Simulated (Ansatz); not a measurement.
Start from `NCNCO` and change one atom or group to get `NC[NH][AlH2]`.

Ansatz, PBE0-D4/def2-TZVP geometries, multiplicity 1. Each molecule was computed in one conformer, which needn't be the lowest.

```json
{"property": "HOMO–LUMO gap (PBE0/def2-TZVPP) / eV", "`NCNCO`": "7.83"}
{"property": "HOMO–LUMO gap (ωB97M-V/def2-TZVPP) / eV", "`NCNCO`": "11.65"}
{"property": "HOMO energy (PBE0/def2-TZVPP) / eV", "`NCNCO`": "-6.80"}
{"property": "HOMO energy (ωB97M-V/def2-TZVPP) / eV", "`NCNCO`": "-9.20"}
{"property": "HOMO–LUMO gap (PBE/def2-TZVPP) / eV", "`NCNCO`": "5.51"}
{"property": "size of the dipole moment (ωB97M-V/def2-TZVPP) / D", "`NCNCO`": "0.66"}
```

(1) What does the change do to each property? (An estimate is asked.)

Answers

(1) Ansatz gave: 
```csv
property,`NC[NH][AlH2]`,shift
HOMO–LUMO gap (PBE0/def2-TZVPP) / eV,6.15,-1.68
HOMO–LUMO gap (ωB97M-V/def2-TZVPP) / eV,10.09,-1.56
HOMO energy (PBE0/def2-TZVPP) / eV,-6.88,-0.08
HOMO energy (ωB97M-V/def2-TZVPP) / eV,-9.24,-0.04
HOMO–LUMO gap (PBE/def2-TZVPP) / eV,4.03,-1.48
size of the dipole moment (ωB97M-V/def2-TZVPP) / D,1.23,0.57
```

With PBE0 the HOMO falls by 0.08 eV and the LUMO falls by 1.76 eV, so the gap narrows by about 1.68 eV. PBE moves the HOMO by -0.18 eV and ωB97M-V by -0.04 eV. Dipoles are sizes alone; their direction can turn.
